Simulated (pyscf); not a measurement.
F–N•–F (SMILES F[N]F) + F–SiH₂–F (SMILES F[SiH2]F) → F–NH–F (SMILES FNF) + F–SiH•–F (SMILES F[SiH]F) (hydrogen abstraction; doublet surface; H–Si broken, H–N formed). Single points on ωB97X-D3(BJ)/def2-SVP structures (PySCF, gas phase). Energies in eV from the separated reactants.

| level | barrier | reaction energy |
|---|---|---|
| ωB97X-D3(BJ)/def2-TZVP | 1.22 | +1.03 |
| PBE/def2-TZVP | 0.79 | +0.82 |
| r²SCAN/def2-TZVP | ___ | +0.96 |
| PBE0-D3(BJ)/def2-TZVP | ___ | ___ |
| M06-2X/def2-TZVP | 1.13 | +0.80 |
| ωB97M-D3(BJ)/def2-TZVP | 1.20 | +0.94 |

Problem. What belongs in the gaps?

Solution. 
- r²SCAN/def2-TZVP, barrier: 0.98
- PBE0-D3(BJ)/def2-TZVP, barrier: 1.01
- PBE0-D3(BJ)/def2-TZVP, reaction energy: +0.88

At PBE this geometry lies under the product side: in single points on another level's saddle the reverse barrier vanishes, and the forward threshold there is about the reaction energy. This is the saddle that the search found; another between the same sides may lie lower. The angle at the transferred H is 157°.
